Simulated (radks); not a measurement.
Correlation energies from several functionals, in hartree. Species: Sb4+ [Kr] 4d10 5s1; Sb3+ [Kr] 4d10 5s2. All-electron calculation, non-relativistic Kohn-Sham, PBE, spin-polarised, spherical densities, point nucleus. Program: a radial shooting solver on a logarithmic mesh with Libxc functionals. Every spin shell is full or empty, so the densities are truly spherical. Functionals are evaluated on that one density, not self-consistently.

functional     Sb4+     Sb3+
PW92        -4.6719  -4.7277
VWN5        -4.6926  -4.7484
PZ          -4.6698  -4.7265
Wigner      -2.5232  -2.5873
Chachiyo    -4.6129  -4.6675
PBEsol      -2.9291  -2.9672
P86         -2.9328  -2.9733
AM05        -4.3580  -4.4068
TPSS        -2.5925  -2.6253
revTPSS     -2.6194  -2.6548
SCAN        -2.5742  -2.6183
r2SCAN      -2.5881  -2.6337
B95         -3.1869  -3.2237
Tao-Mo      -2.5065  -2.5366
